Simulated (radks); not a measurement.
The samarium ion Sm+, 61 electrons, occupied as [Xe] 4f6 6s1. Calculated with a radial shooting solver on a logarithmic mesh with Libxc functionals: Dirac Kohn-Sham, PBE, spin-unpolarised, spherical densities, point nucleus; open shells fill j = l - 1/2 first.

Normalised radial functions P(r) = r R(r) (large component), r in bohr:

```
   r/bohr * 6s1/2 (the largest magnitude, 0.575, reaches the edge; | marks zero)
 0.001503                             |*
 0.002036                             |*
  0.00276                             |*
  0.00374                             | *
  0.00511                             | *
 0.006925                             | *
 0.009386                             | *
  0.01282                             | *
  0.01738                             | *
  0.02355                             |*
  0.03192                            *|
  0.04361                          *  |
   0.0591                         *   |
  0.08009                          *  |
   0.1094                             *
   0.1483                             |   *
    0.201                             |    *
   0.2724                             |*
   0.3721                       *     |
   0.5043                     *       |
   0.6835                             |*
   0.9337                             |          *
    1.265                             |           *
    1.715                            *|
    2.324            *                |
    3.175  *                          |
    4.303     *                       |
    5.832               *             |
    7.968                        *    |
     10.8                            *|
```

6s1/2: eigenvalue -8.409 eV, 5 radial nodes at r = 0.0278, 0.110, 0.287, 0.669, 1.69 bohr, <r> = 3.91 bohr, 90 % of the charge inside 5.68 bohr.
